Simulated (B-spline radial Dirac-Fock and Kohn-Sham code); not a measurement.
# Auger decay of the 3s hole in I²⁺

System: I²⁺, configuration [Kr] 4d10 5s2 5p3, inside a Watson sphere of charge -2 and radius 1.6 Å (a model of the Madelung potential; inside it an electron's potential energy is raised by 18.0 eV).

Method: one-electron (LDA, Dirac) transition rates at Dirac-Fock energies. Computed with a radial atomic solver. Kinetic energies are configuration averages from the vacuum level; the two-hole energies are estimated from single-hole states.

```csv
transition,kinetic energy (eV),width (meV),share (%)
M1-M3N2,–,1370,11.9
M1-M3N3,27.42,2050,17.8
M1-M2N4,56.18,1120,9.7
M1-M2N5,57.89,1540,13.4
M1-M2O1,104.7,123,1.1
M1-M3N4,112.7,872,7.6
M1-M3N5,114.7,1270,11.0
M1-M2O3,118.8,88.3,0.8
M1-M3O1,161.4,179,1.6
M1-M3O2,174.1,76.4,0.7
M1-M3O3,175.5,121,1.0
M1-M4N1,209.6,433,3.8
M1-M5N1,221.1,633,5.5
M1-M4N2,–,87.7,0.8
M1-M4N3,273.2,71.7,0.6
M1-M5N3,284.9,174,1.5
M1-M4N4,359.6,116,1.0
M1-M4N5,360.8,146,1.3
M1-M5N4,370.4,154,1.3
M1-M5N5,372.7,238,2.1
M1-M5O1,419.3,69.4,0.6
M1-N1N3,714.1,82.9,0.7
M1-N1N4,797.2,82.1,0.7
M1-N1N5,799.0,120,1.0
```

A dash stands for an energy that rests on an unreliable hole state.

Coster-Kronig rates are the weakest part of this model and often come out 1.5 to 2.5 times too large. The listed channels hold 97 % of the non-radiative rate. Summed by principal shells, of 11.5 eV in all: MMN 89.3 %, MMO 6.7 %, MNN 3.5 %, MNO 0.5 %.
